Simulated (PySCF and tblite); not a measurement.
Values are calculated unless marked as measured or tabulated.
# Barrier and rate of a rotation

System: C6H8O3, numbered as in [CH2:1]=[CH:2]/[C:3]([OH:4])=[CH:5]/[C:6](=[O:7])[O:8][CH3:9].

Motion: rotation about the C5–C6 bond (torsion C3–C5–C6–O7 from 0° to 180°, rising). The path came from a restrained scan, a climbing-image band and a saddle search at GFN2-xTB; energies are PBE0/pcSseg-1 + D3(BJ)//GFN2-xTB, thermal terms GFN2-xTB. Rate constants are transition-state-theory values, counting equivalent paths, without tunnelling. Run with tblite and PySCF.

| point | symmetry | E(GFN2) kcal/mol | E(DFT) kcal/mol | ZPE change kcal/mol | lowest mode cm⁻¹ | dipole D |
| --- | --- | --- | --- | --- | --- | --- |
| start | Cs | 0.0 | 0.0 | 0.00 | 61 | 1.59 |
| saddle | C1 | 13.5 | 20.0 | -0.59 | 98i | 1.83 |
| end | Cs | 4.5 | 4.5 | 0.05 | 56 | 2.10 |

```
Electronic barrier                                      : 20.0 kcal/mol
Barrier with zero-point energy                          : 19.4 kcal/mol
ΔH‡ (298 K)                                             : 19.3 kcal/mol
ΔS‡ (298 K, symmetry apart)                             : -0.2 cal/(mol K)
Paths                                                   : 2 equivalent paths
End point                                               : a different minimum
Mean lifetime of the start against this motion at 298 K : 13 s
Cost                                                    : 2.9 min on 1 thread of Arm Neoverse N1, shared host (rough), peak memory 0.89 GiB, launched as `OMP_NUM_THREADS=1 python ens_run.py task.json out`
```

```json
{"T/K": "150", "ΔG‡ kcal/mol": "19.4", "k s⁻¹": "3.8×10⁻¹⁶", "ΔG kcal/mol": "4.5", "k back s⁻¹": "1.1×10⁻⁹"}
{"T/K": "200", "ΔG‡ kcal/mol": "19.4", "k s⁻¹": "5.7×10⁻⁹", "ΔG kcal/mol": "4.4", "k back s⁻¹": "0.00039"}
{"T/K": "250", "ΔG‡ kcal/mol": "19.4", "k s⁻¹": "0.00012", "ΔG kcal/mol": "4.4", "k back s⁻¹": "0.83"}
{"T/K": "298", "ΔG‡ kcal/mol": "19.4", "k s⁻¹": "0.076", "ΔG kcal/mol": "4.4", "k back s⁻¹": "120"}
{"T/K": "350", "ΔG‡ kcal/mol": "19.4", "k s⁻¹": "11", "ΔG kcal/mol": "4.3", "k back s⁻¹": "5580"}
{"T/K": "400", "ΔG‡ kcal/mol": "19.4", "k s⁻¹": "396", "ΔG kcal/mol": "4.3", "k back s⁻¹": "8.9×10⁴"}
{"T/K": "500", "ΔG‡ kcal/mol": "19.5", "k s⁻¹": "6.1×10⁴", "ΔG kcal/mol": "4.2", "k back s⁻¹": "4.4×10⁶"}
```

ΔG and ΔG‡ leave out symmetry numbers and mirror images; rates count paths: 2 out, 2 back.
